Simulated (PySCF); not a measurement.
# Radial density of Mg⁺ (magnesium, charge +1)

M06, [Ne] 3s1, 2S determinant. Computed with PySCF 2.14 in def2-TZVPPD, with the non-relativistic Hamiltonian (point nucleus).

| r (bohr) | 4πr²ρ (e/bohr) | 4πr²(ρα − ρβ) |
| --- | --- | --- |
| 0.00255 | 0.08406 | 0.0001 |
| 0.00430 | 0.2291 | 0.0004 |
| 0.00723 | 0.6021 | 0.0010 |
| 0.0122 | 1.516 | 0.0025 |
| 0.0204 | 3.515 | 0.0058 |
| 0.0344 | 7.143 | 0.0115 |
| 0.0578 | 11.60 | 0.0171 |
| 0.0973 | 13.18 | 0.0126 |
| 0.164 | 9.380 | -0.0061 |
| 0.275 | 7.631 | 0.0062 |
| 0.463 | 10.99 | 0.0493 |
| 0.779 | 7.731 | 0.0013 |
| 1.31 | 1.718 | 0.1199 |
| 2.20 | 0.4667 | 0.4044 |
| 3.71 | 0.2186 | 0.2185 |
| 6.23 | 0.006801 | 0.0068 |
| 10.5 | 1.055e-05 | 0.0000 |

**Question.** Where is the radial spin density 4πr²(ρα − ρβ) most negative, and why is it negative at all?

**Answer.** Around r = 0.164 bohr, down to -0.0061 e/bohr: exchange with the open shell polarises the paired shells in an unrestricted calculation.
